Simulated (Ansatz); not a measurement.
Reaction (redistribution): `F[Si](F)(Cl)[NH][GeH2][Cl]` + `CO[SiH](O)F` → `F[SiH](Cl)[NH][GeH2][Cl]` + `CO[Si](O)(F)F`

Gas-phase electronic energies from Ansatz, PBE0-D4/def2-TZVP geometries. CCSD(T)/CBS is the MP2 limit (def2-TZVPP, def2-QZVPP) plus CCSD(T) − MP2 in def2-TZVPP, frozen cores. DFT in def2-TZVPP. For Ge outer-core shells are correlated without core-valence functions, which leaves a few kJ/mol of doubt a bond. Scalar relativity is left out up to krypton. Each species was taken in one conformer, which may not be the lowest.

```
        level  ΔE (eV)
       PBE-D4    -0.02
          PBE    -0.03
         PBE0    -0.05
HF/def2-QZVPP    -0.09
```

Task: What does CCSD(T)/CBS give? (An estimate is asked.)

Result: The calculation gave: -0.05 eV. The listed levels differ from it by 0.03, 0.02, 0.00, -0.04 eV.

Largest T1 diagnostic among the species: 0.011.

In def2-TZVPP, CCSD(T) changes the Hartree–Fock value by +0.04 eV (the triples alone add +0.01 eV) and MP2 by +0.04 eV.
